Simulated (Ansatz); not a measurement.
Relaxation of AlFH$_{6}$O$_{3}$ (11 atoms, charge 0, multiplicity 1), to a largest force component of 0.03 eV/Å in at most 50 steps.

The calculation used Ansatz, RKS r2SCAN-D4/6-31G*.

```xyz
11
Properties=species:S:1:pos:R:3
Al -0.108 -0.736 0.198
H -0.710 1.643 -1.200
O 0.513 -0.709 -1.410
O -1.794 -0.679 0.495
H 1.493 0.522 1.298
F 0.845 -1.559 1.399
H -0.713 1.983 -0.595
O 0.861 0.918 0.666
H 0.374 -1.442 -2.020
H -2.124 -1.048 1.324
H 1.363 1.107 -0.154
```

Question: Where does it end, and by what steps?

Answer: The forces met the threshold. After 13 steps the energy has fallen by 0.235 eV; H7 moved furthest, 1.08 Å.

```
step  energy less start (eV)  largest force component (eV/Å)  accepted
   0                  0.0000                           1.877       yes
   1                 -0.1321                           0.615       yes
   2                 -0.1550                           0.725       yes
   3                 -0.1797                           0.301       yes
   4                 -0.1871                           0.493       yes
   5                 -0.2058                           0.363       yes
   6                 -0.2170                           0.307       yes
   7                 -0.2109                           0.465        no
   8                 -0.2263                           0.175       yes
   9                 -0.2308                           0.072       yes
  10                 -0.2326                           0.231       yes
  11                 -0.2341                           0.047       yes
  12                 -0.2170                           0.340        no
  13                 -0.2347                           0.026       yes
```

```xyz
11
Properties=species:S:1:pos:R:3
Al -0.026 -0.885 0.386
H -0.600 1.667 -1.554
O 0.496 -0.555 -1.234
O -1.711 -0.860 0.691
H 1.695 0.452 1.453
F 0.935 -1.870 1.341
H -0.873 2.358 -1.598
O 0.923 0.759 0.945
H -0.039 -0.828 -1.987
H -2.053 -1.273 1.492
H 1.252 1.035 0.064
```

Whether the end is a true minimum wasn't checked by a vibrational analysis.

Time of the run: 42 s on 2 threads of Arm Neoverse V2, on a shared host, peak memory 0.15 GiB.
